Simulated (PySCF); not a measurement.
Level of theory: PBE0-D4/def2-TZVP (PySCF). All species are isolated molecules in the gas phase. One relaxed conformer stands for a flexible species; it need not be the lowest. Excitations are Tamm–Dancoff values on a coarser integration grid. The basis has no diffuse functions, so Rydberg states are missing or too high.

Reference species (SMILES): `C=C=NC` (neutral, multiplicity 1).

| Property | Value |
|---|---|
| HOMO–LUMO gap | 6.80 eV |
| brightest of the four lowest singlets (TDA) | 6.59 eV |

Changed species: `[H]/N=C\C=C` (C–C–C–N torsion 180°).

What does the change do to the HOMO–LUMO gap and brightest of the four lowest singlets (TDA)?

the HOMO–LUMO gap falls by 0.45 eV, to 6.35 eV; the brightest of the four lowest singlets (TDA) goes up by 0.27 eV, to 6.86 eV.
